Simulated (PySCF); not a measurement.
K(F) cation (FK), SMILES [F][K] (connectivity only; charge and spin as stated), charge +1, multiplicity 2.

The structure is a stationary point at B3LYP-D3(BJ)/def2-TZVPD. The spin state was assumed, not searched.

Level of theory: PySCF with IEF-PCM-PBE0/def2-TZVPD.

The values are the electrostatic part of the solvation free energy, E(continuum) − E(gas) at the gas-phase geometry, in a cavity of scaled van der Waals radii (PySCF's table); cavitation and dispersion terms are not included. A continuum can't describe solvent molecules that bind to the metal.

```json
[
 {"solvent": "water", "ε": "78.36", "ΔG(elec) (kcal/mol)": "-49.4"},
 {"solvent": "N,N-dimethylformamide", "ε": "37.22", "ΔG(elec) (kcal/mol)": "-48.7"},
 {"solvent": "n-hexane", "ε": "1.88", "ΔG(elec) (kcal/mol)": "-23.4"}
]
```
